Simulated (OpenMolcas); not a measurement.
**Which level was it?**

CH5InO2 has 9 atoms, charge 0, and is taken as a singlet. As SMILES, `[CH3][In]([OH])[OH]`. The shape is that of a PBE0-D4/def2-TZVP optimisation. This is one conformer, not always the lowest.

```xyz
9

C    -0.0866    0.9202   -1.3662
In    0.1229   -0.3361    0.3378
O     1.4408   -1.8060    0.5009
O    -0.8986   -0.3129    2.0486
H    -1.1264    0.9292   -1.6928
H     0.2121    1.9363   -1.1077
H     0.5475    0.5489   -2.1698
H     1.3655   -2.2434    1.3531
H    -1.5771    0.3637    2.0961
```

A calculation with OpenMolcas 26.06 gave:

```
total energy  : -381.3740 Eh
dipole moment : 3.16 D
HOMO energy   : -9.33 eV
LUMO energy   : 0.15 eV
HOMO–LUMO gap : 9.48 eV
largest force : 0.393 eV/Å
```

Question: Which of these levels gave the numbers?
A. PBE/def2-SVP (core potential)
B. BHLYP/def2-SVP (core potential)
C. M06-L/def2-SVP (core potential)
D. revPBE/def2-SVP (core potential)

Answer: B. The others give -381.6846 Eh (M06-L/def2-SVP (core potential)), -381.3451 Eh (PBE/def2-SVP (core potential)), -381.5505 Eh (revPBE/def2-SVP (core potential)).
